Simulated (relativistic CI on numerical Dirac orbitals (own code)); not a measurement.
# Spin-allowed bands of a d3 ion in an octahedral site, by hand

Problem. A d3 ion in an octahedral site has a 4A2 ground term and spin-allowed bands at ν1 = 9890 and ν2 = 14096 cm⁻¹ (from a computed ligand-field model). Find Δ and the Racah parameter B, and predict the third band.

Working.
1. The F term splits into A2 (−1.2Δ), T2 (−0.2Δ) and T1 (+0.6Δ), so ν1 = E(T2) − E(A2) = Δ = 9890 cm⁻¹.
2. T1(F) mixes with T1(P), which lies at 15B, through an element 0.4Δ. The two roots, counted from A2, are ν2,3 = ½(15B + 3Δ) ∓ ½√[(15B − Δ)² + 12BΔ].
3. Solving the lower root for B gives B = (2ν1² + ν2² − 3ν1ν2)/(15ν2 − 27ν1) = -23906904/-55590 = 430 cm⁻¹.
4. The sum of the roots is 15B + 3Δ, so ν3 = 15B + 3ν1 − ν2 = 22025 cm⁻¹ (454 nm).

Check. The bands were computed by exact diagonalisation of the d3 shell with B = 430 and Δ = 9890 cm⁻¹, which gives ν3 = 22024 cm⁻¹. C does not enter the terms of highest spin.
